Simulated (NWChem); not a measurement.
Molecule: AlBr2F; SMILES [F][Al]([Br])[Br]

```xyz
4

Al     0.0000     0.0000     0.6545
F      0.0000     0.0000     2.3079
Br    -1.9481     0.0000    -0.4183
Br     1.9481     0.0000    -0.4183
```
Atoms are numbered in this order, from 1.

Results from NWChem. All runs use the structure optimised with PBE0/def2-SVP. Total energies compare along this basis series because the functional is fixed.

```
level            basis functions  energy (Ha)  highest occupied level (eV)  orbital gap (eV)  dipole (D)
---------------  ---------------  -----------  ---------------------------  ----------------  ----------
PBE0/def2-SVP                 96   -5489.2118                        -8.83              7.46        0.67
PBE0/def2-SVPD               129   -5489.2289                        -8.97              7.25        0.84
PBE0/def2-TZVP               164   -5490.0497                        -8.93              7.39        0.74
PBE0/def2-TZVPP              169   -5490.0499                        -8.93              7.39        0.73
PBE0/def2-QZVP               277   -5490.1686                        -8.94               ___        0.75
```

What belongs in the gaps?


- PBE0/def2-QZVP, orbital gap (eV): 7.32
